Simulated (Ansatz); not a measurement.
Consider the hydrogen abstraction from the Si–H bond: `CO[SiH2]N` + `[OH]`• → `CO[SiH]N`• + H₂O.

Gas-phase electronic energies from Ansatz, PBE0-D4/def2-TZVP geometries. CCSD(T)/CBS is the MP2 limit (def2-TZVPP, def2-QZVPP) plus CCSD(T) − MP2 in def2-TZVPP, frozen cores. This one scheme is used for every species. DFT in def2-TZVPP. No spin–orbit coupling; open shells (•) take unrestricted orbitals. One conformer a species, not always the lowest.

CCSD(T)/CBS gives -107.5 kJ/mol.

**Question.** Another level gave -97.8 kJ/mol. Which?
A. MP2/def2-TZVPP
B. CCSD(T)/def2-TZVPP
C. PBE0/def2-TZVPP
D. PBE-D4/def2-TZVPP

**Answer.** B. CCSD(T)/def2-TZVPP -97.8, PBE-D4 -130.1, MP2/def2-TZVPP -121.5, PBE0 -110.8 kJ/mol.

Largest T1 diagnostic among the species: 0.014.

From PBE to PBE0 (25 % exact exchange), in def2-TZVPP and without D4, ΔE moves by +20.3 kJ/mol. In def2-TZVPP, CCSD(T) changes the Hartree–Fock value by −70.6 kJ/mol (the triples alone add −7.1 kJ/mol) and MP2 by −94.3 kJ/mol.
